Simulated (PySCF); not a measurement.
# Structure elucidation problem

An unknown has the formula C6H4O3. Its calculated NMR data are:

1H NMR (400 MHz, computed): δ 7.09 (m, 1H), 7.05 (m, 1H), 6.56 (br s, 1H), 3.03 (s, 1H).

13C{1H} NMR (computed): δ 178.0 (C), 170.4 (C), 148.5 (C), 148.1 (CH2), 93.3 (CH), 85.8 (C).

[PySCF 2.14: structure optimised with GFN2-xTB; NMR shieldings at PBE0/pcSseg-1/GIAO; one computed conformer; gas phase; non-relativistic Hamiltonian]

Chemical shifts δ = σref − σ; 1H (σref 31.72), 13C (σref 186.93) against TMS, all at this level.

Propose a structure and justify it.

Results:


- The formula gives 5 degrees of unsaturation (no ring in the answer).
- 6 carbon signals for 6 carbons: no two carbons are equivalent.
- Carbon types of the structure: 4 × C, 1 × CH, 1 × CH2, leaving 1 H on heteroatoms.
- δC 178.0: carbonyl carbon of an ynone.
- δC 170.4: carboxylic acid carbon; it is a carbonyl in resonance with an O or N lone pair, the region of acids, esters and amides.
- δC 148.5: α carbon of a C=C–C=O unit; as expected for a trigonal carbon in a double bond.
- δC 148.1: β carbon of a C=C–C=O unit; conjugation with the carbonyl draws π density from the β position.
- δC 93.3: terminal alkyne carbon; sp carbons lie upfield of alkene carbons because the cylindrical π system leaves one tensor component strongly shielded.
- δC 85.8: alkyne carbon; the triple bond shields along its axis, which puts it between sp3 and sp2 carbons.
- δH 7.09, 7.05: hydrogen on a β carbon of a C=C–C=O unit; attached to an sp2 carbon and in the plane of the double bond.

These data were computed for SMILES C=C(C(C#C)=O)C(=O)O.

The shifts were computed for this structure.

The OH or NH signal is concentration- and solvent-dependent in practice; the value given is the gas-phase one. Shifts are as computed. Against solution values, carbons near 30 ppm lie about +3 ppm off and those near 130 ppm about +5 ppm. Of 1211 compounds with measured shifts, 218 miss one by over three times the rms of a fit or turn the order of signals round; such compounds aren't used in these exercises. The C=O carbon of an acid or of an amide with N–H lies up to 10 ppm further downfield in solution, through hydrogen bonding that the calculation lacks. Multiplicities follow the n + 1 count of equivalent neighbours, as no J values were calculated; m marks all less simple cases, F and P coupling included.
